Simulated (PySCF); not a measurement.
chlorotrifluoromethane (CClF$_{3}$), singlet, at a GFN2-xTB geometry. Base run: MP2/6-31G in PySCF.

The PySCF input:
```python
from pyscf import gto, scf, mp

mol = gto.M(
    atom='''
F    -0.86134566   -0.63254016   -1.02874238
C    -0.35035604   -0.00774362    0.01889747
F    -0.84407447    1.21875581    0.05006863
F    -0.74576507   -0.64039210    1.11088556
Cl    1.42134135    0.03141469   -0.07666418
''',
    basis='6-31g',
    verbose=4,
)

mf = scf.RHF(mol)
mf.kernel()

pt = mp.MP2(mf, frozen=9)
pt.kernel()
print('E(MP2) = %.10f' % pt.e_tot)
```

Variants of this job, named by their change:

```
change                 basis functions      E (Eh)  MP2 correlation (Eh)  SCF-reference HOMO (eV)  SCF-reference HOMO-LUMO gap (eV)  SCF-reference dipole (D)
---------------------  ---------------  ----------  --------------------  -----------------------  --------------------------------  ------------------------
base                                49  -796.00664              -0.49403                   -14.19                             18.07                      0.74
basis = STO-3G                       …           …                     …                        …                                 …                         …
basis = pcseg-0                     49  -794.58183              -0.51169                   -14.35                             18.89                      0.48
basis = cc-pVDZ                     74  -796.52346              -0.82330                   -13.74                             18.56                      0.47
basis = pc-1                        74           …                     …                        …                                 …                         …
basis = def2-SVP                    74  -796.07945              -0.81495                   -13.78                             19.15                      0.59
basis = 6-31G*                      74  -796.41749              -0.76107                   -13.70                             18.19                      0.38
basis = pcseg-1                     74           …                     …                        …                                 …                      0.59
basis = 6-31G**                     74  -796.41749              -0.76107                   -13.70                             18.19                      0.38
basis = cc-pV(D+d)Z                 79  -796.52820              -0.82610                   -13.74                             18.47                      0.51
basis = def2-SVPD                  116  -796.14731              -0.85827                   -13.88                             16.34                      0.57
basis = aug-cc-pVDZ                119  -796.61637              -0.88814                   -13.82                             15.68                      0.53
basis = 6-311+G(2d,p)                …           …                     …                   -13.82                                 …                         …
```

Q: What belongs in the gaps?

A: 
- basis = STO-3G, basis functions: 29
- basis = STO-3G, E (Eh): -786.20755
- basis = STO-3G, MP2 correlation (Eh): -0.10773
- basis = STO-3G, SCF-reference HOMO (eV): -11.73
- basis = STO-3G, SCF-reference HOMO-LUMO gap (eV): 20.45
- basis = STO-3G, SCF-reference dipole (D): 1.07
- basis = pc-1, E (Eh): -796.37813
- basis = pc-1, MP2 correlation (Eh): -0.81417
- basis = pc-1, SCF-reference HOMO (eV): -13.95
- basis = pc-1, SCF-reference HOMO-LUMO gap (eV): 18.39
- basis = pc-1, SCF-reference dipole (D): 0.54
- basis = pcseg-1, E (Eh): -796.35311
- basis = pcseg-1, MP2 correlation (Eh): -0.81033
- basis = pcseg-1, SCF-reference HOMO (eV): -13.94
- basis = pcseg-1, SCF-reference HOMO-LUMO gap (eV): 18.01
- basis = 6-311+G(2d,p), basis functions: 143
- basis = 6-311+G(2d,p), E (Eh): -796.77612
- basis = 6-311+G(2d,p), MP2 correlation (Eh): -0.97792
- basis = 6-311+G(2d,p), SCF-reference HOMO-LUMO gap (eV): 15.76
- basis = 6-311+G(2d,p), SCF-reference dipole (D): 0.66

Totals compare only among sets that treat the same electrons; sets with core potentials leave the core out.
